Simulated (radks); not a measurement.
All-electron atom: Gd+ in [Xe] 4f5 5d3 6s1 (not the ground configuration). Calculated with a radial shooting solver on a logarithmic mesh with Libxc functionals: scalar-relativistic Kohn-Sham, r2SCAN, spin-polarised, spherical densities, finite nucleus; open shells are filled with parallel spins first (spin-orbit coupling, left out, can overturn this in heavy ions); meta-GGA in the generalised Kohn-Sham scheme; Fermi nuclear charge, rms radius 5.1569 fm. Some entries of the table are withheld. Estimate them.

orbital,occ.,eigenvalue (eV),r(max) (bohr)
1s up,1,-50192.38,0.01392
1s down,1,-50192.38,0.01392
2s up,1,-8328.428,0.07897
2s down,1,-8328.227,0.07897
2p up,3,-7410.456,0.06396
2p down,3,-7410.295,0.06396
3s up,1,-1875.686,0.2240
3s down,1,-1872.887,0.2240
3p up,3,-1589.857,0.2200
3p down,3,-1587.036,0.2198
3d up,5,-1212.085,0.1804
3d down,5,-1209.800,0.1803
4s up,1,-402.9532,0.5149
4s down,1,-396.3460,0.5148
4p up,3,-307.7227,0.5368
4p down,3,-301.1413,0.5366
4d up,5,-175.3989,0.5563
4d down,5,-168.7879,0.5562
5s up,1,-66.2369,1.168
5s down,1,-62.2068,1.178
5p up,3,-41.5934,(1)
5p down,3,-37.8356,(2)
4f up,5,-31.1797,(3)
4f down,0,-24.7309,(4)
5d up,3,-12.1112,(5)
6s up,1,-11.0996,2.971
5d down,0,-7.9975,(6)

Answer. 
(1) 5p up r(max) (bohr): 1.307
(2) 5p down r(max) (bohr): 1.316
(3) 4f up r(max) (bohr): 0.5520
(4) 4f down r(max) (bohr): 0.5538
(5) 5d up r(max) (bohr): 1.730
(6) 5d down r(max) (bohr): 1.713
